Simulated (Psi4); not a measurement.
Conformational energy of SMILES O=Cc1ccc(C(=O)O)s1. Scanned: dihedral S10–C6–C7–O8; all other coordinates were relaxed at GFN2-xTB. Points at φ and −φ are mirror images.

Geometry of the scan point at 150° (Å):
```
14

O      3.8003    -0.4815     0.1461
C      2.8879    -0.0542    -0.5148
C      1.4948    -0.0744    -0.1077
C      0.9729    -0.5826     1.0641
C     -0.4154    -0.4600     1.1354
C     -0.9464     0.1655     0.0299
C     -2.3697     0.3850    -0.2482
O     -3.2618    -0.2862     0.2010
O     -2.5669     1.3906    -1.1111
S      0.2580     0.5773    -1.1278
H      3.0521     0.3992    -1.5109
H      1.5921    -1.0282     1.8215
H     -1.0244    -0.7981     1.9541
H     -3.5120     1.4890    -1.3064
```

Method: Psi4 with PBE-D3(BJ)/def2-SVP // GFN2-xTB.

Scanned values (°): -150, -120, -90, -60, -30, 0, 30, 60, 90, 120, 150, 180.

### Question
Locate the minima and the barriers on this grid.

### Answer
Lower than their neighbours: 0° (0.2 kcal/mol), 180° (0.0 kcal/mol). Higher than their neighbours: -90° (9.0 kcal/mol), 90° (9.0 kcal/mol). The whole profile spans 9.0 kcal/mol.
